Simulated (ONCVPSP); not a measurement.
# Before and after: ONCV potential for gold

Au, optimised norm-conserving Vanderbilt (ONCV), made with ONCVPSP 4.0.1 (LDA (Perdew-Zunger), fully relativistic). Core [Xe] 4f14, reference 5d10 6p1. Waves: s scattering state at 0.47 Ha: rc 2.60 bohr, ncon 3, nbas 7, qcut 1.9 1/bohr, 2 projectors, debl 3.7 Ha; 6p: rc 3.30 bohr, ncon 4, nbas 8, qcut 2.9 1/bohr, 2 projectors, debl 2.6 Ha; 5d: rc 1.90 bohr, ncon 5, nbas 10, qcut 9.7 1/bohr, 2 projectors, debl 3.2 Ha. Local part: polynomial inside 1.70 bohr (lpopt 5, dvloc0 1 Ha). Core correction: none.

Open shells are filled in proportion to 2j + 1.

In the s channel the program set the typed energies aside and used 0.050, 3.750 Ha.

All-electron outer shells of the reference configuration (LDA (Perdew-Zunger), scalar-relativistic, ld1.x):

| shell | level (eV) | outermost node (bohr) | outermost maximum (bohr) |
| --- | --- | --- | --- |
| 5p | -62.22 | 0.52 | 0.96 |
| 5d | -9.19 | 0.56 | 1.21 |
| 6p | -2.01 | 1.32 | 3.34 |

Change: d: rc 1.4; local potential polynomial inside 1.40 bohr (lpopt 5, dvloc0 1 Ha).

Cutoffs: the cutoffs (Ha) at which the residual kinetic energy of the hardest occupied pseudo-wave falls to 1 and 0.1 mHa per electron; they do not see the model core or the augmentation charge, which bear on the density cutoff. Errors are all-electron minus pseudo energies relative to the spin-unpolarised reference configuration.

What does the change do?

The potential gets neither clearly harder nor softer (22 Ha and 26 Ha → 21 Ha and 37 Ha); a bound ghost appears in s, which as a rule spoils a file; the lowest positive-energy flag moves from s at 55.2 eV to p3/2 at 32.8 eV; of the 4 tests that both files solve, the error grows in 2 and shrinks in 1 by more than 15 % and 0.3 meV (median size 28.7 → 146.8 meV).

```csv
quantity,base,changed
"cutoff, loose",22 Ha,21 Ha
"cutoff, tight",26 Ha,37 Ha
loose cutoff by channel,"p 2.2 Ha, d 22 Ha","p 2.2 Ha, d 21 Ha"
bound ghosts,none,s
GHOST(+) flags under 300 eV,"s at 55.2 eV, p3/2 at 71.1 eV, p1/2 at 80.7 eV","p3/2 at 32.8 eV, p1/2 at 46.0 eV"
"error for 5d10 6s1 6p0, meV [ΔE -5.34 eV]",+55,+291
"error for 5d10 6p0, meV [ΔE 4.45 eV]",-2.5,-2.5
"error for 5d9 6p0, meV [ΔE 25.97 eV]",-0.9,-0.3
"error for 5d9 6s2 6p0, meV [ΔE -3.72 eV]",+225,+928
s: phases at 2.63 bohr within 0.05 rad from the reference energy up to (Ha; the scan ends near 5),1.3,2.1
p3/2: phases at 3.35 bohr within 0.05 rad from the reference energy up to (Ha; the scan ends near 5),1.2,1.0
p1/2: phases at 3.35 bohr within 0.05 rad from the reference energy up to (Ha; the scan ends near 5),1.1,1.0
```

Base: These tests converged, but a pseudo level misses the all-electron one widely, so the file describes the atom poorly there or has found another state: 5d10 6s1 6p0: empty 6p by 6.4 eV; 5d9 6s2 6p0: empty 6p by 14.3 eV. Changed file: These tests converged, but a pseudo level misses the all-electron one widely, so the file describes the atom poorly there or has found another state: 5d10 6s1 6p0: empty 6p by 6.4 eV; 5d9 6s2 6p0: empty 6p by 14.3 eV. A true bound ghost makes a file unfit for plane-wave use even where its test errors are small: the radial tests pick states by their node count and pass the ghost by.
